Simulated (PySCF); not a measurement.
Be(F)(Me) (CH₃BeF), SMILES [Be]([F])[CH3]. Atoms are numbered in the order given.

```xyz
6

Be     0.0000     0.0000    -0.1768
F      0.0000     0.0000    -1.5580
C      0.0000     0.0000     1.5009
H      0.8796     0.5078     1.9081
H      0.0000    -1.0157     1.9081
H     -0.8796     0.5078     1.9081
```
Charge 0, spin multiplicity 1.

The structure is a stationary point at r2SCAN-D4/def2-TZVP.

Vertical ionisation energy (IE) and electron affinity (EA) in eV. Rows of orbital energies are one-electron estimates. Where ΔSCF, EOM or ADC give a negative EA the extra electron is unbound and the value depends on the basis.

```
level                                            IE    EA
---------------------------------------------  ----  ----
−ε(HOMO), −ε(LUMO), ωB97X/def2-TZVPD (PySCF)      …     …
−ε(HOMO), −ε(LUMO), r2SCAN/def2-TZVPD (PySCF)  7.84  0.21
```

What belongs in the gaps? (The exact figures need the calculation; the answer reports its results.)


- −ε(HOMO), −ε(LUMO), ωB97X/def2-TZVPD (PySCF), IE: 11.47
- −ε(HOMO), −ε(LUMO), ωB97X/def2-TZVPD (PySCF), EA: -1.32
